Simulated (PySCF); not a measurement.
Isomers of C3H5FO2Si.

All values: PBE0/pcSseg-1 (PySCF) at GFN2-xTB geometries, gas phase, one conformer each.

(1) Rank by HOMO energy, highest first.
A. `[F:1][C@H:2]1[CH:3]=[C:4]([O:5][SiH3:6])[O:7]1` with C3–C4–O5–Si6 180°
B. `[OH:1][SiH2:2][O:3][C:4]1=[CH:5][C@@H:6]1[F:7]` with H–O1–Si2–O3 -13°, O1–Si2–O3–C4 176°, Si2–O3–C4–C5 163°
C. `[OH:1][Si@@:2]1([CH2:3][F:4])[CH:5]=[CH:6][O:7]1` with H–O1–Si2–C3 -28°, O1–Si2–C3–F4 33°

(2) Rank by dipole moment, lowest first.
A. `[F:1][C@H:2]1[CH:3]=[C:4]([O:5][SiH3:6])[O:7]1` with C3–C4–O5–Si6 180°
B. `[CH2:1]=[CH:2][O:3][C:4](=[O:5])[SiH2:6][F:7]` with C1–C2–O3–C4 180°, C2–O3–C4–O5 0°, O3–C4–Si6–F7 17°
C. `[OH:1][Si@@:2]1([CH2:3][F:4])[CH:5]=[CH:6][O:7]1` with H–O1–Si2–C3 -28°, O1–Si2–C3–F4 33°

(3) Rank by LUMO energy, lowest first.
A. `[CH2:1]=[CH:2][O:3][C:4](=[O:5])[SiH2:6][F:7]` with C1–C2–O3–C4 180°, C2–O3–C4–O5 0°, O3–C4–Si6–F7 17°
B. `[F:1][C@H:2]1[CH:3]=[C:4]([O:5][SiH3:6])[O:7]1` with C3–C4–O5–Si6 180°
C. `[OH:1][SiH2:2][O:3][C:4]1=[CH:5][C@@H:6]1[F:7]` with H–O1–Si2–O3 -13°, O1–Si2–O3–C4 176°, Si2–O3–C4–C5 163°

## Answers

(1) A (-6.59 eV), C (-6.84 eV), B (-7.61 eV).

(2) B (0.47 D), C (1.43 D), A (2.24 D).

(3) A (-1.27 eV), B (-0.21 eV), C (0.45 eV).

All values together:

```
               SMILES  μ (D)  HOMO (eV)  LUMO (eV)  lowest IAO charge (e)  highest IAO charge (e)  lowest Hirshfeld charge (e)  highest Hirshfeld charge (e)
F[C@H]1C=C(O[SiH3])O1   2.24      -6.59      -0.21             -0.534 (O)             +0.868 (Si)                   -0.168 (O)                   +0.413 (Si)
     C=COC(=O)[SiH2]F   0.47      -7.65      -1.27             -0.534 (F)             +1.073 (Si)                   -0.244 (O)                   +0.447 (Si)
 O[SiH2]OC1=C[C@@H]1F   2.38      -7.61       0.45             -0.797 (O)             +1.250 (Si)                   -0.308 (O)                   +0.485 (Si)
    O[Si@@]1(CF)C=CO1   1.43      -6.84      -0.21             -0.758 (O)             +1.451 (Si)                   -0.288 (O)                   +0.496 (Si)
```

Conformers: `[F:1][C@H:2]1[CH:3]=[C:4]([O:5][SiH3:6])[O:7]1` with C3–C4–O5–Si6 180°; `[CH2:1]=[CH:2][O:3][C:4](=[O:5])[SiH2:6][F:7]` with C1–C2–O3–C4 180°, C2–O3–C4–O5 0°, O3–C4–Si6–F7 17°; `[OH:1][SiH2:2][O:3][C:4]1=[CH:5][C@@H:6]1[F:7]` with H–O1–Si2–O3 -13°, O1–Si2–O3–C4 176°, Si2–O3–C4–C5 163°; `[OH:1][Si@@:2]1([CH2:3][F:4])[CH:5]=[CH:6][O:7]1` with H–O1–Si2–C3 -28°, O1–Si2–C3–F4 33°.
